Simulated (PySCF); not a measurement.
**UHF on Tb⁵²⁺ (terbium, charge +52)**

Configuration: [Ne] 3s2 3p1, 2P determinant. Calculation: PySCF 2.14, in an uncontracted even-tempered set (17 s from 12 bohr⁻², ratio 2.5; 12 p from 15 bohr⁻², ratio 2.5; 4 d from 60 bohr⁻², ratio 2.7; 4 f from 90 bohr⁻², ratio 2.7); scalar relativity by spin-free X2C-1e.

```
Total energy                                                  : -8869.840257 hartree
One-electron energy                                           : -9623.9653 hartree
Hartree (Coulomb) energy                                      : 884.4406 hartree
Exchange energy                                               : -130.3156 hartree
⟨S²⟩                                                          : 0.7504
⟨L²⟩                                                          : 2.001
Sum of ⟨r⟩                                                    : 1.339 bohr
Sum of ⟨r²⟩                                                   : 0.2254 bohr²
Traceless quadrupole moment −½Σ⟨3z² − r²⟩ along its main axis : -0.0207 e·bohr²
```

```json
{"shell": "1s α", "electrons": "1", "mean orbital energy (hartree)": "-2062.64478", "spread (hartree)": "0", "rms radius, mean of both spins (bohr)": "0.0244"}
{"shell": "1s β", "electrons": "1", "mean orbital energy (hartree)": "-2062.39863", "spread (hartree)": "0", "rms radius, mean of both spins (bohr)": "0.0244"}
{"shell": "2s α", "electrons": "1", "mean orbital energy (hartree)": "-457.17696", "spread (hartree)": "0", "rms radius, mean of both spins (bohr)": "0.0972"}
{"shell": "2s β", "electrons": "1", "mean orbital energy (hartree)": "-457.02334", "spread (hartree)": "0", "rms radius, mean of both spins (bohr)": "0.0972"}
{"shell": "2p α", "electrons": "3", "mean orbital energy (hartree)": "-422.52654", "spread (hartree)": "0.28579", "rms radius, mean of both spins (bohr)": "0.0872"}
{"shell": "2p β", "electrons": "3", "mean orbital energy (hartree)": "-422.23299", "spread (hartree)": "0.35043", "rms radius, mean of both spins (bohr)": "0.0872"}
{"shell": "3s α", "electrons": "1", "mean orbital energy (hartree)": "-184.36580", "spread (hartree)": "0", "rms radius, mean of both spins (bohr)": "0.232"}
{"shell": "3s β", "electrons": "1", "mean orbital energy (hartree)": "-183.46685", "spread (hartree)": "0", "rms radius, mean of both spins (bohr)": "0.232"}
{"shell": "3p α", "electrons": "1", "mean orbital energy (hartree)": "-174.36030", "spread (hartree)": "0", "rms radius, mean of both spins (bohr)": "0.228"}
```

Spin-orbit coupling, absent here, splits the open shell strongly.

Densities and radii are taken from the X2C orbitals without a picture-change correction, which distorts them close to the nucleus.

Spin-orbit constants ζ (cm⁻¹) from the X2C one-electron operator on these orbitals: bare nucleus, nucleus screened by l(l+1)(2l+1)/3 electrons, and screened by the Breit-Pauli mean field of the electrons.

```tsv
shell	bare	screened nucleus	mean field
2p	3995000	3872000	3828000
3p	1038000	1006000	995600
```

To first order the Landé constant is A = 995600 cm⁻¹, so the lowest level has J = 1/2 and lies 123 eV below the centre of the term. First order in ζ underestimates the shift of the j = l − 1/2 level at high Z.
